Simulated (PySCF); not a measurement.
Precursor series Hf F-H. All species are isolated molecules in the gas phase.

Method: B3LYP-D3(BJ)/def2-TZVP // PBE-D3(BJ)/def2-SVP in PySCF 2.14.0. B3LYP has the VWN-RPA correlation part, as in Gaussian. 

```
species                                HOMO–LUMO gap (eV)  coordination number  HOMO (eV)
-------------------------------------  ------------------  -------------------  ---------
0 of 4 F replaced by H ([Hf(F)4])                       …                    4     -11.85
1 of 4 F replaced by H                               7.41                    4      -9.08
2 of 4 F replaced by H ([Hf(F)2(H)2])                6.19                    4      -8.52
3 of 4 F replaced by H ([Hf(F)(H)3])                 6.10                    …      -8.36
4 of 4 F replaced by H ([Hf(H)4])                    5.91                    4          …
```

What belongs in the gaps?


- 0 of 4 F replaced by H ([Hf(F)4]), HOMO–LUMO gap (eV): 10.50
- 3 of 4 F replaced by H ([Hf(F)(H)3]), coordination number: 4
- 4 of 4 F replaced by H ([Hf(H)4]), HOMO (eV): -8.27
